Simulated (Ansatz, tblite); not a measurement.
Removing an electron: BiH2(CF3) (CH₂BiF₃). Total charge 0; singlet. Geometry: r2SCAN-D4/def2-SVP. Ansatz, gas phase; energy differences of separate SCF runs; the oxidised species was run as a doublet alone.

Cartesian coordinates in Å:
```
Bi -0.268 -0.095 1.562
H -0.014 1.679 1.410
H -1.962 0.101 0.989
C 0.437 -0.365 -0.647
F -0.171 0.449 -1.520
F 0.217 -1.630 -1.055
F 1.762 -0.140 -0.740
```

In the def2 sets Bi takes a core potential; there is no spin–orbit coupling. The xTB rows come from tblite.

```tsv
level	−HOMO (eV)	vertical IE (eV)	−LUMO (eV)	HOMO–LUMO gap (eV)
GFN2-xTB	11.63	14.90	5.70	5.93
r2SCAN-D4/def2-TZVP	7.18	10.03	1.71	5.47
PBE0-D4/def2-TZVP	8.05	10.17	1.20	6.85
```

Estimate the rows for GFN1-xTB, PBE-D4/def2-TZVP.


| level | −HOMO (eV) | vertical IE (eV) | −LUMO (eV) | HOMO–LUMO gap (eV) |
| --- | --- | --- | --- | --- |
| GFN1-xTB | 11.53 | 14.92 | 4.96 | 6.57 |
| PBE-D4/def2-TZVP | 6.89 | 9.91 | 1.90 | 4.99 |

 Raw xTB energy differences between charge states are shifted by several eV; the methods need an empirical correction for them.
